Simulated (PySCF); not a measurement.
Excitations are Tamm–Dancoff values on a coarser integration grid. The basis has no diffuse functions, so Rydberg states are missing or too high.

Cartesian coordinates (Å):
SMILES: CC[Si]([SiH3])(CC)CC
```xyz
26

C     -2.0959    -2.0433     0.3760
C     -0.7239    -1.8144    -0.2724
Si     0.1318    -0.1791     0.2096
Si     0.3921    -0.0982     2.5548
C      1.8573    -0.0840    -0.6013
C      1.8292    -0.0347    -2.1359
C     -0.9373     1.2989    -0.3509
C     -0.3307     2.6760    -0.0513
H     -2.8153    -1.2414     0.1097
H     -2.0267    -2.0590     1.4839
H     -2.5494    -3.0064     0.0618
H     -0.8125    -1.8296    -1.3819
H     -0.0289    -2.6439    -0.0152
H     -0.9316     0.0446     3.2657
H      1.2537     1.0659     2.9787
H      1.0491    -1.3536     3.0753
H      2.4464    -0.9591    -0.2488
H      2.3803     0.8088    -0.1941
H      1.2770     0.8540    -2.5063
H      2.8506     0.0124    -2.5681
H      1.3332    -0.9285    -2.5680
H     -1.9352     1.2011     0.1294
H     -1.1189     1.1811    -1.4431
H      0.6509     2.8093    -0.5521
H     -0.9866     3.5042    -0.3916
H     -0.1586     2.8189     1.0362
```
Charge 0, spin multiplicity 1.

Q: What is the computed dipole moment, total energy, S1–T1 gap (TDA), HOMO and S1 oscillator strength (PySCF 2.14.0 with PBE-D3(BJ)/def2-TZVP // PBE-D3(BJ)/def2-SVP)?

A: 
| Quantity | Result |
|---|---|
| dipole moment | 0.293 e·Å |
| total energy | -22257.59 eV |
| S1–T1 gap (TDA) | 0.67 eV |
| HOMO | -6.32 eV |
| S1 oscillator strength | 0.015 |
